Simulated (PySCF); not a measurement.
PySCF input file for C5H5F, SMILES C=C(C=C=C)F, PBE-D3(BJ)/def2-SVP. The structure is a stationary point at PBE-D3(BJ)/def2-SVP. This is a generated structure with no PubChem entry under its InChIKey; it may be hypothetical. One conformer was computed; it need not be the lowest.

```python
import numpy as np
from pyscf import gto, scf, dft, df
from pyscf.hessian import thermo

mol = gto.M(
    atom='''
    C    -0.11029603   -2.66357158   -0.00000000
    C     0.35325254   -1.43526669   -0.00000000
    C     0.83400844   -0.19823507   -0.00000000
    C     0.00754787    1.00727980    0.00000000
    C     0.46317300    2.27739852    0.00000000
    F    -1.32013187    0.76895532    0.00000000
    H    -0.31792821   -3.20151849   -0.94205481
    H    -0.31792821   -3.20151849    0.94205481
    H     1.92663533   -0.03830896   -0.00000000
    H    -0.23871232    3.12189098    0.00000000
    H     1.54300530    2.47322723    0.00000000
    ''',
    basis='def2-SVP',
    charge=0,
    spin=0,
    max_memory=1600,
    verbose=3,
)
mf = dft.RKS(mol, xc='pbe').density_fit(auxbasis='def2-universal-jkfit')
mf.disp = 'd3bj'
mf.grids.level = 3
mf.conv_tol = 1e-11
mf.max_cycle = 100
mf.kernel()

# [left out here: the lines that compute and print the analytic Hessian (its translational invariance restored by hand, since the grid's response is missing), thermochemistry and intensities]
```

Log of the run:

```
[...]
Mode                                 6                   7                   8
Irrep
Freq [cm^-1]                      628.1258            676.5644            697.0197
Reduced mass [au]                   4.9518              2.1628              1.2027
Force const [Dyne/A]                1.1511              0.5833              0.3443
Char temp [K]                     903.7332            973.4255           1002.8562
Normal mode                   x     y     z       x     y     z       x     y     z
       0   C                -0.04 -0.07 -0.00    0.00  0.00 -0.01    0.00  0.00 -0.00
       1   C                 0.09 -0.10 -0.00   -0.00  0.00 -0.02    0.00 -0.00 -0.00
       2   C                -0.08  0.01  0.00    0.00  0.00  0.13   -0.00 -0.00  0.01
       3   C                -0.02  0.11 -0.00   -0.00 -0.00 -0.17    0.00 -0.00 -0.10
       4   C                 0.04  0.13  0.00   -0.00 -0.00  0.01    0.00 -0.00  0.00
       5   F                 0.01 -0.07  0.00    0.00  0.00  0.02   -0.00 -0.00  0.05
       6   H                -0.10 -0.06  0.00   -0.34  0.09  0.02    0.02 -0.03  0.01
       7   H                -0.10 -0.06 -0.00    0.34 -0.09  0.02   -0.02  0.03  0.01
       8   H                -0.08  0.05  0.00    0.00  0.00  0.02   -0.00 -0.00 -0.07
       9   H                 0.17  0.25  0.00   -0.00 -0.00  0.40    0.00  0.00 -0.47
      10   H                 0.07 -0.00 -0.00   -0.00 -0.00 -0.05    0.00 -0.00  0.77
Mode                                 9                  10                  11
Irrep
Freq [cm^-1]                      799.1083            824.9187            857.5297
Reduced mass [au]                   1.4400              1.3357              1.1692
Force const [Dyne/A]                0.5418              0.5355              0.5065
Char temp [K]                    1149.7389           1186.8744           1233.7943
Normal mode                   x     y     z       x     y     z       x     y     z
       0   C                 0.00  0.00  0.00    0.13 -0.05  0.00    0.00  0.00 -0.01
       1   C                 0.00 -0.00 -0.00   -0.04  0.01 -0.00    0.00 -0.00 -0.02
       2   C                -0.00 -0.00 -0.00    0.01 -0.01 -0.00   -0.00  0.00  0.11
       3   C                 0.00  0.00  0.08    0.00  0.00 -0.00   -0.00 -0.00 -0.02
       4   C                 0.00  0.00 -0.15   -0.00  0.01  0.00    0.00 -0.00  0.02
       5   F                -0.00 -0.00 -0.01   -0.01 -0.00  0.00    0.00 -0.00 -0.00
       6   H                 0.06 -0.01 -0.00   -0.56  0.22  0.00    0.27 -0.14  0.01
       7   H                -0.06  0.01 -0.00   -0.56  0.22 -0.00   -0.27  0.14  0.01
       8   H                -0.00 -0.00 -0.08    0.02 -0.04  0.00   -0.00  0.00 -0.80
       9   H                -0.00  0.00  0.63    0.02  0.02 -0.00   -0.00 -0.00  0.01
      10   H                 0.00  0.00  0.51    0.00 -0.01  0.00   -0.00  0.00 -0.12
Mode                                12                  13                  14
Irrep
Freq [cm^-1]                      860.3776            923.3360            942.0515
Reduced mass [au]                   3.4124              2.0577              1.5362
Force const [Dyne/A]                1.4883              1.0336              0.8032
Char temp [K]                    1237.8918           1328.4749           1355.4024
Normal mode                   x     y     z       x     y     z       x     y     z
       0   C                 0.02  0.03  0.00   -0.00 -0.01 -0.00   -0.00  0.00  0.13
       1   C                 0.05  0.00 -0.00   -0.00 -0.00  0.00    0.00 -0.00 -0.12
       2   C                -0.19  0.05 -0.00   -0.00  0.01 -0.00   -0.00 -0.00  0.02
       3   C                -0.01 -0.03  0.00   -0.05 -0.01  0.00   -0.00 -0.00 -0.00
       4   C                 0.02 -0.08 -0.00   -0.14 -0.02 -0.00   -0.00  0.00  0.00
       5   F                 0.10 -0.00  0.00    0.11  0.04  0.00    0.00  0.00  0.00
       6   H                -0.06  0.08 -0.01   -0.01 -0.01  0.00    0.19  0.49 -0.20
       7   H                -0.06  0.08  0.01   -0.01 -0.01 -0.00   -0.19 -0.49 -0.20
       8   H                -0.22  0.21  0.00   -0.01  0.02 -0.00   -0.00 -0.00 -0.01
       9   H                -0.20 -0.26 -0.00    0.24  0.29  0.00    0.00  0.00 -0.03
      10   H                -0.02  0.14  0.00   -0.05 -0.55  0.00   -0.00 -0.00  0.01
Mode                                15                  16                  17
Irrep
Freq [cm^-1]                     1074.3519           1248.9189           1320.3182
Reduced mass [au]                   1.5784              1.4904              2.9297
Force const [Dyne/A]                1.0734              1.3697              3.0090
Char temp [K]                    1545.7532           1796.9162           1899.6439
Normal mode                   x     y     z       x     y     z       x     y     z
       0   C                -0.03 -0.11  0.00    0.02  0.04 -0.00   -0.00 -0.01  0.00
       1   C                -0.05  0.02 -0.00   -0.03 -0.03  0.00   -0.02 -0.02 -0.00
       2   C                 0.08  0.09  0.00   -0.03 -0.10  0.00    0.06 -0.06 -0.00
       3   C                -0.03 -0.00 -0.00    0.08 -0.07  0.00   -0.20  0.03 -0.00
       4   C                 0.02 -0.02 -0.00   -0.02  0.05  0.00    0.04 -0.02 -0.00
       5   F                 0.01  0.00  0.00   -0.02 -0.00 -0.00    0.06  0.01  0.00
       6   H                -0.08 -0.22  0.06    0.10  0.24 -0.12    0.08  0.21 -0.14
       7   H                -0.08 -0.22 -0.06    0.10  0.24  0.12    0.08  0.21  0.14
       8   H                 0.00  0.68 -0.00   -0.13  0.56 -0.00    0.06 -0.02 -0.00
       9   H                -0.04 -0.07 -0.00    0.24  0.27  0.00    0.08  0.02 -0.00
      10   H                 0.00  0.07  0.00   -0.03  0.14 -0.00   -0.03  0.37  0.00
Mode                                18                  19                  20
Irrep
Freq [cm^-1]                     1340.8478           1416.1126           1664.0899
Reduced mass [au]                   1.1616              2.2021              6.6363
Force const [Dyne/A]                1.2304              2.6018             10.8275
Char temp [K]                    1929.1814           2037.4708           2394.2548
Normal mode                   x     y     z       x     y     z       x     y     z
       0   C                 0.01  0.04 -0.00    0.05  0.12 -0.00   -0.01 -0.01  0.00
       1   C                 0.02  0.03  0.00   -0.01  0.00  0.00    0.00  0.01 -0.00
       2   C                -0.02  0.02  0.00    0.01 -0.15  0.00   -0.00  0.05 -0.00
       3   C                -0.01 -0.08 -0.00   -0.06  0.03 -0.00   -0.07 -0.20 -0.00
       4   C                -0.02 -0.03  0.00    0.02  0.05  0.00    0.05  0.16 -0.00
       5   F                 0.01  0.01 -0.00    0.02 -0.00 -0.00    0.02  0.01  0.00
       6   H                -0.11 -0.28  0.20   -0.09 -0.26  0.25    0.00  0.01 -0.02
       7   H                -0.11 -0.28 -0.20   -0.09 -0.26 -0.25    0.00  0.01  0.02
       8   H                -0.00 -0.16  0.00   -0.05  0.21  0.00    0.01 -0.09 -0.00
       9   H                 0.42  0.34  0.00   -0.19 -0.12  0.00   -0.18  0.01 -0.00
      10   H                -0.11  0.52 -0.00    0.06 -0.16 -0.00    0.13 -0.12  0.00
Mode                                21                  22                  23
Irrep
Freq [cm^-1]                     2010.9943           3048.0385           3086.0203
Reduced mass [au]                  10.0529              1.0606              1.0895
Force const [Dyne/A]               23.9532              5.8058              6.1133
Char temp [K]                    2893.3731           4385.4488           4440.0962
Normal mode                   x     y     z       x     y     z       x     y     z
       0   C                 0.04  0.11 -0.00    0.02  0.06  0.00   -0.00 -0.00  0.00
       1   C                -0.08 -0.22  0.00   -0.00 -0.01 -0.00   -0.00 -0.00  0.00
       2   C                 0.03  0.11  0.00    0.00 -0.00 -0.00    0.08  0.01  0.00
       3   C                 0.00 -0.00  0.00   -0.00  0.00  0.00    0.00  0.00 -0.00
       4   C                 0.00 -0.01  0.00   -0.00 -0.00 -0.00   -0.00 -0.00  0.00
       5   F                 0.00  0.00 -0.00   -0.00 -0.00  0.00   -0.00  0.00  0.00
       6   H                 0.01  0.04  0.07   -0.12 -0.32 -0.59    0.00  0.01  0.02
       7   H                 0.01  0.04 -0.07   -0.12 -0.32  0.59    0.00  0.01 -0.02
       8   H                 0.06  0.00  0.00   -0.03 -0.00 -0.00   -0.94 -0.14 -0.00
       9   H                 0.00 -0.01  0.00    0.00 -0.00 -0.00   -0.02  0.02 -0.00
      10   H                -0.00  0.00 -0.00   -0.00 -0.00  0.00    0.04  0.01  0.00
Mode                                24                  25                  26
Irrep
Freq [cm^-1]                     3114.3211           3130.4709           3223.4403
Reduced mass [au]                   1.0607              1.1158              1.1197
Force const [Dyne/A]                6.0614              6.4423              6.8545
Char temp [K]                    4480.8146           4504.0507           4637.8129
Normal mode                   x     y     z       x     y     z       x     y     z
       0   C                 0.00  0.00  0.00    0.00  0.00 -0.09   -0.00 -0.00 -0.00
       1   C                -0.00 -0.00  0.00    0.00  0.00 -0.00   -0.00 -0.00  0.00
       2   C                -0.00 -0.00  0.00    0.00 -0.00 -0.00    0.00  0.00  0.00
       3   C                 0.00  0.01  0.00   -0.00  0.00 -0.00    0.00 -0.00 -0.00
       4   C                -0.02 -0.06  0.00   -0.00 -0.00  0.00    0.09 -0.03 -0.00
       5   F                 0.00  0.00 -0.00    0.00  0.00  0.00   -0.00 -0.00 -0.00
       6   H                -0.00 -0.00 -0.00    0.13  0.33  0.56    0.00  0.00  0.00
       7   H                -0.00 -0.00  0.00   -0.13 -0.33  0.56    0.00  0.00 -0.00
       8   H                 0.05  0.01  0.00   -0.00 -0.00 -0.00   -0.01 -0.00  0.00
       9   H                -0.44  0.53  0.00   -0.00  0.00  0.00   -0.41  0.51  0.00
      10   H                 0.67  0.11 -0.00    0.00  0.00 -0.00   -0.66 -0.12 -0.00
temperature 298.1500 [K]
pressure 101325.00 [Pa]
Rotational constants [GHz] 9.44534 2.15283 1.77526
Symmetry number 1
Zero-point energy (ZPE) 0.07893 [Eh]   207227.216 [J/mol]
                           tot       elec      trans        rot        vib
Entropy [J/mol/K]       328.201      0.000    164.019    111.253     52.929
Cv [J/mol/K]             95.173      0.000     12.472     12.472     70.229
Cp [J/mol/K]            103.487      0.000     20.786     12.472     70.229
Internal energy [J/mol]                      3718.434   3718.434 216539.356
Internal energy [Eh]   -292.65421  -292.73952
Enthalpy [J/mol]                             6197.391   3718.434 216539.356
Enthalpy [Eh]          -292.65326
Gibbs free energy [J/mol]                  -42705.010 -29451.740 200758.667
Gibbs free energy [Eh] -292.69054
mode   freq/cm-1   IR/(km/mol)
   1      104.98         0.555
   2      133.96         0.839
   3      325.76         6.376
   4      358.57         2.336
   5      415.79         2.197
   6      419.65         0.940
   7      628.13        11.047
   8      676.56         0.932
   9      697.02         0.001
  10      799.11        46.584
  11      824.92        41.590
  12      857.53        21.582
  13      860.38        17.400
  14      923.34        25.091
  15      942.05         0.294
  16     1074.35         4.745
  17     1248.92         8.806
  18     1320.32        58.005
  19     1340.85         0.448
  20     1416.11        21.842
  21     1664.09        73.977
  22     2010.99        58.666
  23     3048.04         1.932
  24     3086.02         0.089
  25     3114.32         2.187
  26     3130.47         0.001
  27     3223.44         0.412
max |gradient| / (hartree/bohr): 5.249557914332999e-05
APT charges: [-0.2018  0.1571 -0.1149  0.618  -0.3017 -0.4445  0.052   0.052   0.0475
  0.0733  0.063 ]
```

The calculation finished and met its thresholds.
